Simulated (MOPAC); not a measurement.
Input file for MOPAC: PM7 on SeS+, 2S+1 = 2, a spin state set in the input, which need not be the lowest, a point of a bond scan (R = 1.816 Å). Charge +1.

```
PM7 1SCF PRECISE CHARGE=1 UHF MS=0.5 THREADS=1
SSe

S      0.00000000 1     0.00000000 1     0.00000000 1
Se     0.00000000 1     0.00000000 1     1.81563200 1
```

Output:

```
*******************************************************************************
 **                                                                           **
 **                              MOPAC v23.2.5                                **
 **                                                                           **
 *******************************************************************************
 ** MOPAC's Digital Object Identifier: https://doi.org/10.5281/zenodo.6511958 **
 **                                                                           **
 ** Please cite the open-source release paper for use of this MOPAC version:  **
 ** J. E. Moussa and J. J. P. Stewart (2026)                                  **
 ** MOPAC: An open-source semiempirical molecular orbital program             **
 ** J. Open Source Softw., 11(119), 8025, https://doi.org/10.21105/joss.08025 **
 *******************************************************************************

                              PM7 CALCULATION RESULTS

 *******************************************************************************
 *  PM7        - The PM7 Hamiltonian to be used
 *  UHF        - UNRESTRICTED HARTREE-FOCK CALCULATION
 *
 *
 *
 *                 CHARGE ON SYSTEM = +1
 *
 *
 *
 *  MS=        - IN MECI, MAGNETIC COMPONENT OF SPIN =  0.5
 *  PRECISE    - TIGHTER CRITERIA TO BE USED
 *  1SCF       - DO 1 SCF AND THEN STOP
 *  THREADS=1  - MULTI-THREADING NOT USED
 *  T=         - A TIME OF 172800.0 SECONDS REQUESTED
 *  DUMP=N     - RESTART FILE WRITTEN EVERY 7200.0 SECONDS REQUESTED
 *******************************************************************************
PM7 1SCF PRECISE CHARGE=1 UHF MS=0.5 THREADS=1
 SSe

   ATOM   CHEMICAL          X               Y               Z
  NUMBER   SYMBOL      (ANGSTROMS)     (ANGSTROMS)     (ANGSTROMS)

     1       S          0.00000000  *   0.00000000  *   0.00000000  *
     2      Se          0.00000000  *   0.00000000  *   1.81563200  *



          CARTESIAN COORDINATES

    NO.       ATOM           X           Y           Z

     1         S          0.0000      0.0000      0.0000
     2        Se          0.0000      0.0000      1.8156

 General Reference for PM7:
 "Optimization of Parameters for Semiempirical Methods VI: More Modifications to the
 NDDO Approximations and Re-optimization of Parameters", J. J. P. Stewart, J. Mol. Mod., 1:32, 19 (2013)
 https://link.springer.com/article/10.1007/s00894-012-1667-x

           Empirical Formula: S Se  =     2 atoms



      MOLECULAR POINT GROUP   :   C*v


          UHF CALCULATION, NO. OF ALPHA ELECTRONS =    6
                           NO. OF BETA  ELECTRONS =    5

 -------------------------------------------------------------------------------
 PM7 1SCF PRECISE CHARGE=1 UHF MS=0.5 THREADS=1
 SSe



     1SCF WAS SPECIFIED, SO BFGS WAS NOT USED
     SCF FIELD WAS ACHIEVED


                              PM7 CALCULATION
                                                       MOPAC v23.2.5 Linux




          FINAL HEAT OF FORMATION =        372.90929 KCAL/MOL =    1560.25246 KJ/MOL


          COSMO AREA              =         85.04 SQUARE ANGSTROMS
          COSMO VOLUME            =         70.16 CUBIC ANGSTROMS

          IONIZATION POTENTIAL    =         12.895774 EV
          ALPHA SOMO LUMO (EV)    =        -12.896 -7.589
          BETA  SOMO LUMO (EV)    =        -15.143 -7.489
          NO. OF ALPHA ELECTRONS  =          6
          NO. OF BETA  ELECTRONS  =          5
          MOLECULAR WEIGHT        =        111.0200         POINT GROUP:  C*v

          MOLECULAR DIMENSIONS (Angstroms)

            Atom       Atom       Distance
           Se     2    S     1     1.81563
           Se     2    S     1     0.00000
            S     1   Se     2     0.00000


          SCF CALCULATIONS        =          1





   ATOM   CHEMICAL          X               Y               Z
  NUMBER   SYMBOL      (ANGSTROMS)     (ANGSTROMS)     (ANGSTROMS)

     1       S          0.00000000  *   0.00000000  *   0.00000000  *
     2      Se          0.00000000  *   0.00000000  *   1.81563200  *

                             CARTESIAN COORDINATES

   1    S        0.000000000     0.000000000     0.000000000
   2   Se        0.000000000     0.000000000     1.815632000


           Empirical Formula: S Se  =     2 atoms



      MOLECULAR POINT GROUP   :   C*v


          ALPHA EIGENVALUES
 -33.45867 -25.33216 -16.55441 -15.91018 -15.45915 -12.89577  -7.58939  -6.37744
  -5.79487  -5.34839  -5.18108  -5.17282  -5.15712


           BETA EIGENVALUES
 -32.41792 -23.73437 -15.84920 -15.63654 -15.14335  -7.48906  -7.27264  -6.16781
  -5.35013  -5.15226  -5.13575  -4.97780  -4.88204


              NET ATOMIC CHARGES AND DIPOLE CONTRIBUTIONS

  ATOM NO.   TYPE          CHARGE      No. of ELECS.   s-Pop       p-Pop       d-Pop
    1          S          -0.027498        6.0275     1.94175     3.88563     0.20011
    2         Se           1.027498        4.9725     1.96446     3.00804
 DIPOLE           X         Y         Z       TOTAL
 POINT-CHG.     0.000     0.000     2.758     2.758
 HYBRID        -0.000    -0.000    -1.115     1.115
 SUM           -0.000    -0.000     1.643     1.643


          ATOMIC ORBITAL ELECTRON POPULATIONS

     Atom    s        px        py        pz      x^2-y^2     xz        z^2       yz        xy
    1  S   1.94175   1.52564   1.14360   1.21639   0.00196   0.09670   0.05172   0.04973   0.00000
    2 Se   1.96446   1.37766   0.80667   0.82371


                    (SZ)    =    0.500000
                    (S**2)  =    0.762291


          ATOMIC ORBITAL SPIN POPULATIONS

    Atom   Total    s     px     py     pz   x^2-y^2  xz     z^2    yz     xy
         Atomic
    1  S  0.5013  0.005  0.453  0.007 -0.001 -0.000  0.037  0.003 -0.002 -0.000
    2 Se  0.4987  0.006  0.510 -0.005 -0.012

 **********************
 *                    *
 * JOB ENDED NORMALLY *
 *                    *
 **********************




 == MOPAC DONE ==
```

The run finished.

Cost: about 0.04 core-seconds (a rough figure).
